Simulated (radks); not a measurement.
O3+, 5 electrons, occupied as [He] 2s2 2p1 (the NIST ground configuration). Method: non-relativistic Kohn-Sham, PBE, spin-polarised, spherical densities, point nucleus; open shells are filled with parallel spins first; computed with a radial shooting solver on a logarithmic mesh with Libxc functionals.

Normalised radial functions P(r) = r R(r), r in bohr:

```
   r/bohr * 1s down, o 2p up, + 2p down (the largest magnitude, 2.02, reaches the edge; | marks zero, & curves that meet)
 0.006275 &      *
 0.007665 &        *
 0.009362 &         *
  0.01143 &           *
  0.01397 &              *
  0.01706 &                 *
  0.02083 &                    *
  0.02545 &                       *
  0.03108 &                            *
  0.03796 |&                               *
  0.04637 |&                                    *
  0.05618 |&                                        *
  0.06862 | &                                            *
  0.08382 |  &                                               *
   0.1024 |   &                                                 *
    0.125 |    &                                                 *
   0.1527 |      &                                              *
   0.1865 |        +o                                        *
   0.2278 |           &                                 *
   0.2783 |              +o                     *
   0.3399 |                  &         *
   0.4151 |                    *+o
   0.5071 |            *           &
   0.6193 |      *                   &
   0.7564 |  *                       +o
   0.9239 |*                        &
    1.128 *                     &
    1.378 *                &
    1.684 *          o+
    2.056 *      &
    2.511 *  &
    3.068 *&
```

1s down: eigenvalue -585.63 eV, 0 radial nodes, <r> = 0.199 bohr, 90 % of the charge inside 0.356 bohr. 2p up: eigenvalue -66.268 eV, 0 radial nodes, <r> = 0.913 bohr, 90 % of the charge inside 1.50 bohr. 2p down (empty): eigenvalue -63.286 eV, 0 radial nodes, <r> = 0.928 bohr, 90 % of the charge inside 1.53 bohr.
